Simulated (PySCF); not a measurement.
PySCF input (HF/def2-TZVPD):

```python
from pyscf import gto, scf, dft

mol = gto.M(
    atom='''
    B    -0.16345875   -0.05824432    0.01098435
    Cl    0.07314747    1.62936405    0.07083273
    Cl    1.01266748   -1.28061557   -0.14560156
    N    -1.65577316   -0.53434984    0.11389600
    H    -2.22045636   -0.13334527   -0.64321477
    H    -2.08332511   -0.21044242    0.98863700
    H    -1.74736665   -1.55326598    0.07345409
    ''',
    basis='def2-tzvpd',
    charge=1,
    spin=0,
    verbose=4,
)

mf = scf.RHF(mol).density_fit(auxbasis='def2-universal-jkfit')
mf.conv_tol = 1e-9
mf.max_cycle = 100
mf.max_memory = 1500
mf.kernel()
if not mf.converged:
    mf = mf.newton()
    mf.kernel(mf.make_rdm1())
mf.analyze()
```

End of the output:

```
Extra cycle  E= -999.800398473446  delta_E= -1.57e-11  |g|= 2.06e-06  |ddm|= 5.76e-06
converged SCF energy = -999.800398473446
**** SCF Summaries ****
Total Energy =                        -999.800398473445966
Nuclear Repulsion Energy =             192.209470100988995
One-electron Energy =                -1751.475455418528099
Two-electron Energy =                  559.465586844093195
Two-electron Coulomb Energy =          626.002185512203141
DFT Exchange-Correlation Energy =      -66.536598668109946
HOMO-LUMO gap [eV] =                    14.544778418169695
**** MO energy ****
MO #1   energy= -105.040991637251  occ= 2
MO #2   energy= -105.040295861713  occ= 2
MO #3   energy= -15.9002411430362  occ= 2
MO #4   energy= -10.7703962476894  occ= 2
MO #5   energy= -10.7697196374482  occ= 2
MO #6   energy= -8.23711511655129  occ= 2
MO #7   energy= -8.23644839935408  occ= 2
MO #8   energy= -8.23587095444183  occ= 2
MO #9   energy= -8.23561947368126  occ= 2
MO #10  energy= -8.23519385042579  occ= 2
MO #11  energy= -8.2349537900681   occ= 2
MO #12  energy= -7.95604273071941  occ= 2
MO #13  energy= -1.51262560173102  occ= 2
MO #14  energy= -1.34195169579393  occ= 2
MO #15  energy= -1.30793117281044  occ= 2
MO #16  energy= -0.977376791565528 occ= 2
MO #17  energy= -0.971864095599428 occ= 2
MO #18  energy= -0.962107015978783 occ= 2
MO #19  energy= -0.827255573643654 occ= 2
MO #20  energy= -0.774903479144079 occ= 2
MO #21  energy= -0.712239254938629 occ= 2
MO #22  energy= -0.679198882058582 occ= 2
MO #23  energy= -0.658167675129257 occ= 2
MO #24  energy= -0.653628938197285 occ= 2
MO #25  energy= -0.119118185695391 occ= 0
MO #26  energy= -0.112912025387545 occ= 0
MO #27  energy= -0.0621422303112631 occ= 0
MO #28  energy= -0.059328469189221 occ= 0
MO #29  energy= -0.0561678611192462 occ= 0
MO #30  energy= -0.0332178324118607 occ= 0
MO #31  energy= -0.0269202028040535 occ= 0
MO #32  energy= -0.0230301592954776 occ= 0
MO #33  energy= -0.0204753143423477 occ= 0
MO #34  energy= -0.00836261619006265 occ= 0
MO #35  energy= 0.00226206085196012 occ= 0
MO #36  energy= 0.0255823743348729 occ= 0
MO #37  energy= 0.0264364464355083 occ= 0
MO #38  energy= 0.0358338407000337 occ= 0
MO #39  energy= 0.0584584153661984 occ= 0
MO #40  energy= 0.068170237503186  occ= 0
MO #41  energy= 0.0766893672440291 occ= 0
MO #42  energy= 0.0843963815523392 occ= 0
MO #43  energy= 0.103845678249475  occ= 0
MO #44  energy= 0.111610699679135  occ= 0
MO #45  energy= 0.117858318476341  occ= 0
MO #46  energy= 0.125257610620706  occ= 0
MO #47  energy= 0.146485807342365  occ= 0
MO #48  energy= 0.155978650898925  occ= 0
MO #49  energy= 0.163564792725629  occ= 0
MO #50  energy= 0.168772440063055  occ= 0
MO #51  energy= 0.172659105584574  occ= 0
MO #52  energy= 0.185092576708519  occ= 0
MO #53  energy= 0.191520119243708  occ= 0
MO #54  energy= 0.191985134342301  occ= 0
MO #55  energy= 0.202504100017851  occ= 0
MO #56  energy= 0.203555740579351  occ= 0
MO #57  energy= 0.219895062189668  occ= 0
MO #58  energy= 0.227002578944216  occ= 0
MO #59  energy= 0.227863090075798  occ= 0
MO #60  energy= 0.228350779395931  occ= 0
MO #61  energy= 0.241194808443816  occ= 0
MO #62  energy= 0.259589944568294  occ= 0
MO #63  energy= 0.282558344329433  occ= 0
MO #64  energy= 0.282750347155789  occ= 0
MO #65  energy= 0.290498818829101  occ= 0
MO #66  energy= 0.322538219264588  occ= 0
MO #67  energy= 0.32311840095005   occ= 0
MO #68  energy= 0.35284787094385   occ= 0
MO #69  energy= 0.371073942653456  occ= 0
MO #70  energy= 0.38075104629973   occ= 0
MO #71  energy= 0.38766373353971   occ= 0
MO #72  energy= 0.388948863174588  occ= 0
MO #73  energy= 0.421224783497803  occ= 0
MO #74  energy= 0.445183356061215  occ= 0
MO #75  energy= 0.492116879003239  occ= 0
MO #76  energy= 0.504801779587666  occ= 0
MO #77  energy= 0.550154545920338  occ= 0
MO #78  energy= 0.56468062757428   occ= 0
MO #79  energy= 0.578352602025987  occ= 0
MO #80  energy= 0.610074694804562  occ= 0
MO #81  energy= 0.616074526651008  occ= 0
MO #82  energy= 0.622799973302888  occ= 0
MO #83  energy= 0.631869359963071  occ= 0
MO #84  energy= 0.641043673268698  occ= 0
MO #85  energy= 0.653670984521632  occ= 0
MO #86  energy= 0.662733534032092  occ= 0
MO #87  energy= 0.6647285269747    occ= 0
MO #88  energy= 0.675207927400546  occ= 0
MO #89  energy= 0.68701101639915   occ= 0
MO #90  energy= 0.695375901700148  occ= 0
MO #91  energy= 0.72809949147765   occ= 0
MO #92  energy= 0.773380147931737  occ= 0
MO #93  energy= 0.777457786185853  occ= 0
MO #94  energy= 0.790938366937961  occ= 0
MO #95  energy= 0.809059994991133  occ= 0
MO #96  energy= 0.833345418406823  occ= 0
MO #97  energy= 0.845262003075282  occ= 0
MO #98  energy= 0.846651120908135  occ= 0
MO #99  energy= 0.947447294578124  occ= 0
MO #100 energy= 0.965463405039691  occ= 0
MO #101 energy= 1.11179298418741   occ= 0
MO #102 energy= 1.13136829539879   occ= 0
MO #103 energy= 1.15664694387007   occ= 0
MO #104 energy= 1.17954892257277   occ= 0
MO #105 energy= 1.25257546791957   occ= 0
MO #106 energy= 1.27212044841161   occ= 0
MO #107 energy= 1.33723096374496   occ= 0
[...]
```

It need not be the lowest isomer of its formula.
